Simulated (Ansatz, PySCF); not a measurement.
Process, species as SMILES: [F][Ge][F] -> [F][Ge][F] as doublet, charge -1 (an electron is taken up)
Geometries: B3LYP-D3(BJ)/def2-TZVP minima from Ansatz (a program for electronic structure). A spin state is the lowest found, not a proven ground state.

Wanted: adiabatic electron affinity (0 K, with B3LYP-D3(BJ) harmonic zero-point energies from PySCF), positive where the reaction releases energy, in eV. Correlated levels leave the core frozen unless marked. Open shells are spin-unrestricted. Spin-orbit coupling is left out. Frozen are the shells of the preceding noble gas and the d and f shells that filled before the atom's block. No relativistic terms. Anions need diffuse functions: aug- sets have them; def2-D sets add few; the other sets have none. CBS(X,Y): correlation extrapolated as X^-3; Hartree-Fock from the larger set. The bracket is a focal-point correction in the basis named.

```tsv
level	program	adiabatic electron affinity (eV)
PBE-D3(BJ)/def2-TZVPD	Ansatz + dftd3	0.72
r2SCAN-D3(BJ)/def2-TZVPD	Ansatz + dftd3	0.77
B3LYP-D4/def2-TZVPD	Ansatz + dftd4	0.79
PBE0/def2-SVP	Ansatz	0.28
PBE0-D4/def2-TZVPD	Ansatz + dftd4	0.74
MN15-D3(BJ)/def2-TZVPD	PySCF + dftd3	0.73
HSE06-D3(BJ)/def2-TZVPD	Ansatz + dftd3	0.73
PBE-QIDH/def2-TZVPD	Ansatz	0.69
MP2/cc-pVQZ	Ansatz	0.46
RI-MP2/CBS(aug-cc-pVTZ,aug-cc-pVQZ)+[CCSD(T)-MP2]/aug-cc-pVTZ	Ansatz	0.73
```
